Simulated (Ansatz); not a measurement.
A structure relaxed at r2SCAN-D4/def2-TZVPD in Ansatz, charge -1, doublet:

```xyz
12

Li    0.3463   -1.1989   -0.6068
Li    1.8405   -0.0589    1.1682
Li   -1.8383    0.0612   -1.1655
Li   -0.3257   -1.0433    1.8832
Li   -0.3450    1.2012    0.6066
Li    0.3255    1.0484   -1.8843
H    -1.1323    1.7522   -1.0073
H     0.4560    0.5920    2.1927
H    -1.2432   -0.5678    0.4107
H    -0.4548   -0.5946   -2.1925
H     1.2395    0.5630   -0.4105
H     1.1314   -1.7545    1.0056
```

Problem. Give its formula and point group.

Solution. the cluster Li₆H₆⁻ (the lowest doublet isomer of a short search). Point group D2h (tolerance 0.1 Å).

Problem. Summarise the bond lengths by kind (pairs closer than 1.2 times the sum of covalent radii, bridged metal pairs left out).

Solution. 1 × Li–Li 2.78 Å; 16 × H–Li 1.80 to 1.88 Å.

The highest occupied level of the charge -1 doublet lies above zero (up to 0.99 eV). Energy differences disagree on whether the electron is bound (positive means bound): -0.06 eV (vertical, against the charge 0 singlet, at r2SCAN-D4/def2-TZVPD), but 0.15 eV at PBE-D4/def2-TZVPD. The structure comes from a short search, and lower isomers may exist.
